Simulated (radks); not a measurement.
Values are calculated unless marked as measured or tabulated.
Species: Pd V. Configuration: [Kr] 4d6.

Level of theory: non-relativistic Kohn-Sham, PBE, spin-unpolarised, spherical densities, point nucleus; relativity is left out, which matters for an element this heavy (a radial shooting solver on a logarithmic mesh with Libxc functionals).

Energy parts (hartree):
| part | energy |
|---|---|
| total | -4935.56451 |
| kinetic | 4933.54181 |
| electron-nucleus | -11667.14493 |
| Hartree | 1936.87428 |
| exchange-correlation | -138.83567 |

Orbitals (lengths in bohr, moments of r in powers of bohr):
| orbital | occ. | eigenvalue (hartree) | <1/r> |
|---|---|---|---|
| 1s | 2 | -863.4057 | 45.48 |
| 2s | 2 | -125.4582 | 10.33 |
| 2p | 6 | -116.6811 | 10.33 |
| 3s | 2 | -24.31473 | 3.659 |
| 3p | 6 | -20.80845 | 3.574 |
| 3d | 10 | -14.34019 | 3.418 |
| 4s | 2 | -5.02139 | 1.423 |
| 4p | 6 | -3.91717 | 1.317 |
| 4d | 6 | -2.12736 | 1.061 |

The highest occupied level is 4d at -57.888 eV. Virial ratio -V/T = 2.00041.
